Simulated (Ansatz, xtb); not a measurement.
## C4H9FSi: 5 structures ranked

5 gas-phase structures of C4H9FSi, from a drawn sample of its isomers (lower ones may exist). Each was relaxed with GFN2-xTB:

A. `FC1([SiH3])CCC1`, a singlet
B. `F[C@H]1C[C@H]([SiH3])C1`, a singlet
C. `F[C@H]1C[C@@H]([SiH3])C1`, a singlet
D. `F[C@@H]1CC[C@H]1[SiH3]`, a singlet
E. `F[C@@H]1CC[C@@H]1[SiH3]`, a singlet

Problem. Estimate their order in r2SCAN-D4/def2-SVP energy at these geometries, lowest first.

Solution. Calculated order at r2SCAN-D4/def2-SVP: E (0.0), D (1.8), C (2.0), B (2.3), A (4.5) kcal/mol. Less than 1 kcal/mol parts D and C; C and B, so the order within those pairs means little.

Energies above the lowest of each column, in kcal/mol; the last columns are at PBE-D3(BJ)/def2-SVP geometries:

```tsv
structure	GFN2-xTB	HF/STO-3G	r2SCAN-D4/def2-SVP	PBE-D3(BJ)/def2-SVP	CCSD(T)/def2-SVP + ΔMP2/def2-TZVPP
E	0.0	0.0	0.0	0.0	0.0
D	0.8	0.2	1.8	1.4	0.7
C	1.3	0.6	2.0	1.3	0.3
B	1.5	1.1	2.3	1.9	1.1
A	1.7	2.1	4.5	3.8	3.8
```

Every level run on E puts it lowest or level with the lowest. CCSD(T)/def2-SVP + ΔMP2/def2-TZVPP orders those it was run on as E (0.0), C (0.3), D (0.7), B (1.1), A (3.8) kcal/mol. Less than 1 kcal/mol parts E and C; C and D; D and B, so the order within those pairs means little. ΔMP2 is the change of the MP2 energy from the smaller to the larger basis.

Over these structures GFN2-xTB departs from r2SCAN-D4/def2-SVP by 0.7 kcal/mol on average once a common shift is removed. A GFN2-xTB relaxation took about 0.58 s and the r2SCAN-D4/def2-SVP energy about 7.8 s on a shared host (Ansatz 0.2.0, xtb 6.7.1).
